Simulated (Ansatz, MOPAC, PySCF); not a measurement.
Pair of molecules: H2S (SMILES S) (first 3 atoms) with C2H6 (SMILES CC); geometry from B3LYP-D3(BJ)/def2-TZVP, rigid monomers moved along the line of their centres of mass till H2···C5 is 2.68 Å.
(charge 0, multiplicity 1):
```tsv
atom	x (Å)	y (Å)	z (Å)
S	0.1478	0.1232	-0.1988
H	0.9034	0.4898	0.8480
H	-0.2928	-0.9752	0.4346
C	-0.8008	-0.1392	3.4515
C	0.7249	-0.1042	3.4590
H	-1.2000	0.1395	2.4746
H	-1.2151	0.5544	4.1855
H	-1.1755	-1.1360	3.6927
H	1.1450	-0.8105	2.7395
H	1.1248	-0.3646	4.4408
H	1.1001	0.8902	3.2069
```

Counterpoise-corrected where a basis set is named; no monomer relaxation. Rows marked so take none.

Rows in 6-31G*, STO-3G carry no dispersion term and start afresh at each structure (6-31G* with six Cartesian d functions). The state that PM3 reach isn't checked.

Programs: Ansatz (Gaussian basis) for Hartree–Fock, density functionals and correlated methods; MOPAC for PM3 (differences of heats of formation); PySCF for 6-31G* rows, STO-3G rows. 

Task: One of these levels gives 17.3 meV for the interaction energy. Name it.
A) B3LYP/6-31G*
B) HF/STO-3G (no counterpoise)
C) HF/aug-cc-pV(D+d)Z
D) PM3

Result: D, PM3. The others give 83.9 (HF/STO-3G (no counterpoise)), 109.4 (HF/aug-cc-pV(D+d)Z), 68.9 (B3LYP/6-31G*)

Ansatz is an electronic-structure program.
